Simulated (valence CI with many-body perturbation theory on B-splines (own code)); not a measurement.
**Kr XXII: what the settings do**

Calculated by relativistic CI+MBPT: five valence electrons over a frozen Dirac-Fock core [Ne], radial functions for each j: 6 s, 6 p, 5 d, 3 f, 1 g, with the one-electron correlation potential Σ1, the two-electron term Σ2, the three-electron term Σ3, Breit, model QED; selected CI, second order for the rest, scaled by the run's own slope (own B-spline code, finite nucleus).

No measured spectrum was set against this ion. As an estimate, levels of excited configurations hold to 0.05 to 0.15 % of their energy, terms of the ground configuration to about 0.5 %. Among the levels kept, up to 1200 cm⁻¹ of a level comes from second order outside the variational space, and about a tenth of that is noise between levels of different J, which matters for small intervals.

The reference run has the lowest level 3s2.3p3 4S°_3/2 and an ionisation energy of 936.849 eV. Its largest variational space holds 9997 state functions.

Names give the largest LS component (configuration and term), which can be under half, so a name can repeat, a term be missing and a line seem to break the LS rules; names also repeat where a configuration has a term twice. Letters in brackets count levels of one name in rising energy.

Changed runs:
A. box radius (bohr) 3.8313 → 4.22
B. correlating orbitals by l 3 3 3 2 1 → 4 4 0 0 0; screening of Σ1 on → off
C. correlating orbitals by l 3 3 3 2 1 → 4 4 0 0 0; scale of Σ1 1 → 0.9
D. factor on the speed of light 1 → 1.1 (bad on purpose)

Excitation energies of the reference run in cm⁻¹, and shifts in cm⁻¹:

```tsv
Level	Reference	A	B	C	D
3s2.3p3 2D°_3/2	78396	0	+904	+889	-7534
3s2.3p3 2D°_5/2	107370	0	+1342	+1321	-11229
3s2.3p3 2P°_1/2	153538	0	+1527	+1506	-11495
3s2.3p3 2P°_3/2	217084	0	+1298	+1255	-26395
3s.3p4 4P_5/2	514123	0	-723	-610	-16088
3s.3p4 4P_3/2	565353	-0.1	-686	-585	-24381
3s.3p4 4P_1/2	577693	0	-512	-411	-24900
3s.3p4 2D_3/2	639746	-0.1	+532	+624	-20673
3s.3p4 2D_5/2	664783	0	+534	+618	-27469
3s2.3p2.3d 4F_3/2 [a]	714580	-0.1	+1658	+1735	
3s2.3p2.3d 4F_3/2 [b]	728800	-0.1	+1482	+1551	-9234
3s.3p4 2P_1/2	729048	0	+1535	+1616	-22112
Ionisation energy (eV)	936.849	-2.3e-05	-0.304	-0.387	+0.219
```

A blank means that the level has no clear partner in that run.
